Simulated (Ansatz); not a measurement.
Wavefunction ladder for `O=C[SiH](Cl)O[SiH3]`

```xyz
11

O    -1.755    0.373   -0.910
C    -1.093    1.364   -0.718
Si    0.683    1.168   -0.018
Cl    0.668    2.109    1.802
O     0.971   -0.408    0.119
Si    0.227   -1.871    0.325
H    -1.527    2.368   -0.926
H     1.716    1.814   -0.853
H     1.237   -2.774    0.930
H    -0.932   -1.737    1.238
H    -0.195   -2.405   -0.990
```

Total charge 0; spin multiplicity 1. The geometry is a stationary point of PBE0-D4/def2-TZVP. It is one conformer, not always the lowest. Frozen core, restricted reference, Ansatz 0.2.0. CBS rows extrapolate triple and quadruple zeta; past MP2 they add the triple-zeta difference.

```csv
basis,HF (Eh),MP2 corr.,CCSD corr.,(T),CCSD(T) total
def2-SVP,-1227.51440,?,-0.86446,-0.02315,?
def2-TZVPP,?,-1.04225,-1.09334,-0.04412,?
def2-QZVPP,-1228.16407,?,–,–,–
CBS(def2),-1228.16966,?,-1.24378,as TZ,?
```

Q: Fill in the withheld values. (Estimate.)

A: Computed: def2-SVP MP2 corr.: -0.80919; def2-SVP CCSD(T) total: -1228.40201; def2-TZVPP HF (Eh): -1228.12350; def2-TZVPP CCSD(T) total: -1229.26096; def2-QZVPP MP2 corr.: -1.12867; CBS(def2) MP2 corr.: -1.19268; CBS(def2) CCSD(T) total: -1229.45756.
